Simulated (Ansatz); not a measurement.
Ansatz results at the PBE0-D4/def2-TZVP geometry: size of the dipole moment (B3LYP/def2-TZVPP) 1.75 D; LUMO energy (PBE/def2-TZVPP) -1.66 eV; size of the dipole moment (ωB97M-V/def2-TZVPP) 1.79 D.

Each molecule was computed in one conformer, which needn't be the lowest.

Which molecule gave them?
A. `[F][GeH2][O][GeH3]`
B. `O[SiH2][CH2][GeH2][OH]`
C. `O[SiH](O)N[SiH](F)F`
D. `O[Si](O)(Cl)[GeH2][Cl]`

D. The others give `[F][GeH2][O][GeH3]`: 1.54, -1.09, 1.54; `O[SiH](O)N[SiH](F)F`: 2.18, -0.28, 2.17; `O[SiH2][CH2][GeH2][OH]`: 3.16, -0.94, 3.21.

B3LYP here is the variant with VWN-RPA as its local correlation; programs differ in this.
